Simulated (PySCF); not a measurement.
## Excitation energy of Ag by level of theory

Ag [Kr] 4d10 5s1 (2S) → Ag [Kr] 4d9 5s1 6s1 (4D), as a difference of total energies. Computed with PySCF 2.14 in aug-cc-pwCVTZ-PP with ECP28MDF, with a scalar-relativistic core potential. Correlated levels: valence: 4s2 4p6 frozen; valence and next inner shell: nothing frozen outside the core potential. The calculations carry no spin-orbit coupling.

```tsv
method	excitation energy (cm⁻¹)
UHF	66777
LDA	82655
PBE	79351
PBE0	78004
r2SCAN	78963
TPSSh	77378
BP86	80179
MP2 (valence)	82652
SCS-MP2 (valence)	81790
MP2 (valence and next inner shell)	81943
SCS-MP2 (valence and next inner shell)	80596
```

The upper state lies above the first ionisation limit, but in LS coupling its spin forbids autoionisation to the ground ion. A Rydberg-like electron needs more diffuse functions than a valence basis has.

The promoted electron is Rydberg-like, and one or two diffuse shells describe it only roughly, which tends to raise the upper state.
